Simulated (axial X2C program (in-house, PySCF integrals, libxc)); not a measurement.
## What spin–orbit coupling does to SrBr⁺

All values were computed with an in-house relativistic program for diatomic molecules. Spin-free means the one-electron spin-free X2C Hamiltonian; two-component (2c) means X2C with spin–orbit coupling and atomic mean-field two-electron Coulomb and Gaunt terms, so the difference of the two also holds small scalar two-electron terms. Basis: Sr dyall-cv3z [13s12p8d5f1g], Br dyall-cv3z [8s9p6d4f1g] (cores contracted in-house); Gaussian nuclei, density fitting, unrestricted open shells. Masses: Sr 87.906 u, Br 78.918 u.

Spin-free state: M_S = 0, Λ = 0 (closed shell); fragments Sr+ + Br.

| level | Re (Å) | ωe (cm⁻¹) | De (eV) | μ (D) |
| --- | --- | --- | --- | --- |
| PBE0 | 2.605 | 268.1 | 3.906 | -11.37 |
| HF | 2.671 | 257.2 | 2.741 | -13.07 |
| MP2 | 2.675 | 254.8 | 3.808 | n/a |
| CCSD | 2.675 | 254.8 | 3.664 | n/a |
| CCSD(T) | 2.677 | 254.0 | 3.743 | n/a |
| BHandHLYP | 2.627 | 265.4 | 3.582 | -11.98 |

Correlated methods: 8 electrons correlated (number of frozen shells: Sr 4 s, 3 p, 1 d; Br 3 s, 2 p, 1 d), 278 virtual spin orbitals or spinors in MP2, 78 natural virtuals in coupled cluster.

Dipoles are positive if Br is the positive end and refer to the centre of mass.

Two-component determinant lowest at the distance of the search:

Ω = 0 (closed shell); fragments Sr+ + Br.

| level | Re (Å) | ωe (cm⁻¹) | De (eV) | μ (D) |
| --- | --- | --- | --- | --- |
| PBE0 | 2.606 | 267.8 | 3.804 | -11.36 |
| HF | 2.672 | 257.0 | 2.579 | -13.06 |
| MP2 | 2.676 | 254.7 | 3.667 | n/a |
| CCSD | 2.676 | 254.6 | 3.520 | n/a |
| CCSD(T) | 2.678 | 253.8 | 3.601 | n/a |
| BHandHLYP | 2.628 | 265.1 | n/a | -11.96 |

Q: From the two tables, how do the constants change at the CCSD(T) level (2c against spin-free)?

A: At the CCSD(T) level Re rises by 0.001 Å and ωe doesn't move by more than 0.2 cm⁻¹; De changes by -0.142 eV.

The state is a single determinant with fixed occupations, the lowest that a limited PBE0 search found. The closed shell is kept restricted, so the energy runs too high when the bond is stretched far. De is counted from the lowest determinant-based energies of the atoms at the same level, without counterpoise correction. De is not given where an atomic determinant may have missed its ground term or J level, or where the truncated virtual space spoils (T). CCSD and (T) use frozen natural virtuals with an MP2 correction for the truncation; (T) itself is uncorrected, so its De runs slightly low. The functionals have no current-density term, which raises determinants with orbital currents, atoms included. The outer-core s and p shells of the metal are frozen in the correlated rows, which leaves out core–valence correlation; for alkali and alkaline-earth bonds that tends to lengthen them. With the outer-core shells frozen, correlated bond lengths of heavy atoms tend to come out a few hundredths of an ångström too long.
